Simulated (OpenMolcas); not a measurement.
Ir3+ among 3 point charges of -2.5 e arranged as a planar triangle (D3h).

```
Program             : OpenMolcas 26.06
Method              : SS-CASPT2, IPEA 0.25 Eh, imaginary shift 0.1 Eh (closed shells correlated: 4f 5s 5p)
Basis               : ANO-RCC-VDZP [7s6p4d2f]
Scalar Hamiltonian  : DKH2, point nucleus
Active space        : 6 electrons in 5 orbitals (5d)
State averaging     : 2S+1 = 5 even, 5 roots; 2S+1 = 3 even, 45 roots; 2S+1 = 1 even, 50 roots
Spin-orbit coupling : state interaction with AMFI integrals over the reference wave functions
```

All point charges move together. At R = 1.83 Å the first state of the same spin is 14310 cm-1, and at R = 1.95 Å it is 11000 cm-1.

Task: A third run gives 19460 cm-1. What distance was it run at?

Result: With a power law R^-n the two known points give n = -ln(11000 / 14310) / ln(1.95 / 1.83) = 4.14. Then R = 1.83 × (14310 / 19460)^(1/4.14) = 1.699 Å. The run was at 1.7 Å, so the estimate is off by -0.001 Å.

Roots that are degenerate in the reference are averaged as groups; the widest CASPT2 spread within a group is 240 cm-1 (the 2-fold group of multiplicity 1 near 35400 cm-1 above the lowest state of its run, R = 1.83). Shifts and gaps below about the spread of the groups concerned are not significant. This shell can be high or low spin here, a state of another spin lies low, and with metal d orbitals alone active their balance is uncertain, so the ground spin may be wrong. Point charges give a weaker field than real ligands, and real ions of this kind are as a rule low spin; the high spin found here belongs to the model. Free-ion shares, where given, are those of the reference states; single-state CASPT2 does not remix them. Spin-orbit coupling mixes the spin-free states strongly: the lowest level takes only 57 % from its leading state, 3E, which lies 3672 cm-1 above the lowest spin-free state (figures for R = 1.7; the like holds for R = 1.83, R = 1.95). This is an electrostatic model: the charges have no orbitals. No measured value stands beside these numbers.
